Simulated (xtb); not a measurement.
C3F5 (SMILES F[C](F)C(F)=C(F)F), doublet, from a rough starting geometry; GFN2-xTB in xtb.

xtb was given this input:
```
$ xtb mol.xyz --gfn 2 --uhf 1 --opt vtight --json

# file mol.xyz
8

F      2.29196867    -0.58529700     0.40297468
C      1.26344943    -0.20416275    -0.16066981
F      1.47935816     0.13910197    -1.41673177
C     -0.00819590    -0.14513173     0.46134433
F     -0.11418900    -0.49615040     1.62452220
C     -1.22147720     0.26260595    -0.09401816
F     -1.25741147     0.71880983    -1.38314331
F     -2.36323142     0.28812873     0.51355340
```

Q: What does xtb print? Leave out banner, timings and long lists.

A: 
```
   ID    Z sym.   atoms
    1    9 F      1, 3, 5, 7, 8
    2    6 C      2, 4, 6

           -------------------------------------------------
          |                Calculation Setup                |
           -------------------------------------------------

           -------------------------------------------------
          |                 G F N 2 - x T B                 |
           -------------------------------------------------

          ...................................................
          :                      SETUP                      :
          :.................................................:
          :  # basis functions                  32          :
          :  # atomic orbitals                  32          :
          :  # shells                           16          :
          :  # electrons                        47          :
          :  max. iterations                   250          :
          :  Hamiltonian                  GFN2-xTB          :
          :  restarted?                      false          :
          :  GBSA solvation                  false          :
          :  PC potential                    false          :
          :  electronic temp.          300.0000000     K    :
          :  accuracy                    1.0000000          :
          :  -> integral cutoff          0.2500000E+02      :
          :  -> integral neglect         0.1000000E-07      :
          :  -> SCF convergence          0.1000000E-05 Eh   :
          :  -> wf. convergence          0.1000000E-03 e    :
          :  Broyden damping             0.4000000          :
          :  net charge                          0          :
          :  unpaired electrons                  1          :
          ...................................................

 iter      E             dE          RMSdq      gap      omega  full diag
   1    -30.0958135 -0.300958E+02  0.518E+00    3.65       0.0  T
   2    -30.1074453 -0.116318E-01  0.290E+00    3.74       1.0  T
   3    -30.1012593  0.618595E-02  0.132E+00    3.61       1.0  T
   4    -30.1087908 -0.753153E-02  0.441E-01    3.70       1.0  T
   5    -30.1098620 -0.107112E-02  0.113E-01    3.71       1.0  T
   6    -30.1099042 -0.422444E-04  0.577E-02    3.69       1.0  T
   7    -30.1099081 -0.393229E-05  0.171E-02    3.70       2.1  T
   8    -30.1099083 -0.171213E-06  0.203E-03    3.70      17.4  T
   9    -30.1099083 -0.207660E-07  0.381E-04    3.70      92.7  T
[...]
         :: total energy             -29.956492149184 Eh    ::
 * total energy  :   -29.9564921 Eh     change       -0.8760992E-11 Eh
 * total energy  :   -29.9782071 Eh     change       -0.2171498E-01 Eh
 * total energy  :   -29.9814156 Eh     change       -0.3208477E-02 Eh
 * total energy  :   -29.9816983 Eh     change       -0.2827432E-03 Eh
 * total energy  :   -29.9817122 Eh     change       -0.1389372E-04 Eh
 * total energy  :   -29.9817169 Eh     change       -0.4709653E-05 Eh
 * total energy  :   -29.9817185 Eh     change       -0.1527952E-05 Eh
 * total energy  :   -29.9817188 Eh     change       -0.2980270E-06 Eh
 * total energy  :   -29.9817188 Eh     change       -0.6058799E-07 Eh
   *** GEOMETRY OPTIMIZATION CONVERGED AFTER 9 ITERATIONS ***
         :: total energy             -29.981718836479 Eh    ::
[...]
     1   9 F        0.787    -0.129    10.524     3.832
     2   6 C        2.559     0.296    22.039     7.674
     3   9 F        0.786    -0.144    10.676     3.860
     4   6 C        2.749     0.119    25.359     8.246
     5   9 F        0.790    -0.165    10.877     3.896
     6   6 C        2.559     0.296    22.039     7.674
     7   9 F        0.786    -0.144    10.675     3.859
     8   9 F        0.787    -0.129    10.524     3.832

 Mol. C6AA /au·bohr⁶  :        927.615818
 Mol. C8AA /au·bohr⁸  :      20657.085468
 Mol. α(0) /au        :         42.872085

Wiberg/Mayer (AO) data.
largest (>0.10) Wiberg bond orders for each atom

 ---------------------------------------------------------------------------
     #   Z sym  total        # sym  WBO       # sym  WBO       # sym  WBO
 ---------------------------------------------------------------------------
     1   9 F    1.214 --     2 C    1.048
     2   6 C    3.686 --     4 C    1.352     1 F    1.048     3 F    1.035
                             6 C    0.142
     3   9 F    1.194 --     2 C    1.035
     4   6 C    3.895 --     2 C    1.352     6 C    1.352     5 F    0.988
     5   9 F    1.119 --     4 C    0.988
     6   6 C    3.686 --     4 C    1.352     8 F    1.048     7 F    1.035
                             2 C    0.142
     7   9 F    1.195 --     6 C    1.035
     8   9 F    1.213 --     6 C    1.048
 ---------------------------------------------------------------------------

Topologies differ in total number of bonds
Writing topology from bond orders to xtbtopo.mol

molecular dipole:
                 x           y           z       tot (Debye)
 q only:        0.003       0.021      -0.069
   full:        0.005       0.028      -0.090       0.241
molecular quadrupole (traceless):
                xx          xy          yy          xz          yz          zz
 q only:       -1.673       1.041       3.321       0.352       1.780      -1.648
  q+dip:       -1.415       1.511       5.769       0.675       3.592      -4.354
   full:       -2.299       1.733       5.984       0.665       3.447      -3.685

optimized geometry written to: xtbopt.xyz

           -------------------------------------------------
          | TOTAL ENERGY              -29.981718836479 Eh   |
          | GRADIENT NORM               0.000109377775 Eh/α |
          | HOMO-LUMO GAP               3.751190764047 eV   |
           -------------------------------------------------

normal termination of xtb
```
